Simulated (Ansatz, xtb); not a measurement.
## Relative energy of two isomers of C4H7F3Se

Structure a: `C[Se][C@H](C)C(F)(F)F`, a singlet. Structure b: `C[C@H](C[SeH])C(F)(F)F`, a singlet. Both are isolated molecules in the gas phase, relaxed with r2SCAN-D4/def2-SVP, each in the lowest conformer that the search found.

Quicker runs give these differences E(b) − E(a): GFN2-xTB −2.66 kcal/mol; HF/STO-3G +2.52 kcal/mol (at GFN2-xTB geometries); r2SCAN-D4/def2-SVP//GFN2-xTB −2.09 kcal/mol.

**Question.** Estimate E(b) − E(a) at the level CCSD(T)/def2-SVP + ΔMP2/def2-TZVPP.

**Answer.** Too close to call at this level: CCSD(T)/def2-SVP + ΔMP2/def2-TZVPP gives E(b) − E(a) = −0.82 kcal/mol.

Level by level:

```
                             level            geometry  E(b) − E(a) (kcal/mol)  departure from the last row (kcal/mol)  job, with rough time for the two
                          GFN2-xTB            GFN2-xTB                     −2.66                                   −1.84              optimisation, 0.22 s
                         HF/STO-3G            GFN2-xTB                     +2.52                                   +3.34               single point, 0.7 s
      r2SCAN-D4/def2-SVP//GFN2-xTB            GFN2-xTB                     −2.09                                   −1.27               single point, 6.6 s
                r2SCAN-D4/def2-SVP  r2SCAN-D4/def2-SVP                     −1.70                                   −0.88                optimisation, 93 s
                       HF/def2-SVP  r2SCAN-D4/def2-SVP                     −3.45                                   −2.63           part of the CCSD(T) run
                      MP2/def2-SVP  r2SCAN-D4/def2-SVP                     −3.43                                   −2.61           part of the CCSD(T) run
                  CCSD(T)/def2-SVP  r2SCAN-D4/def2-SVP                     −4.00                                   −3.18                      single point
CCSD(T)/def2-SVP + ΔMP2/def2-TZVPP  r2SCAN-D4/def2-SVP                     −0.82                                                       single point, 5 min
```

As drawn, b has 1 C–C, 1 Se–H in place of 1 C–Se, 1 C–H.

The largest departure from CCSD(T)/def2-SVP + ΔMP2/def2-TZVPP is that of HF/STO-3G, 3.34 kcal/mol. The last row adds to CCSD(T) the change of the MP2 difference between the two basis sets, here +3.18 kcal/mol, a large step that makes the value less sure.

With thermal terms from frequencies at re-optimised GFN2-xTB minima (ideal gas, soft modes damped towards free rotors, one conformer each, 298.15 K, 1 atm): the zero-point term adds −1.00 kcal/mol; ΔH is −2.01 and ΔG −1.90 kcal/mol.

The correlated steps freeze 16 core orbitals; the filled d shell of Se is correlated, in a basis made for valence electrons. Codes used: Ansatz 0.2.0, xtb 6.7.1; the last row on 4 threads of Arm Neoverse V1 on a shared host.
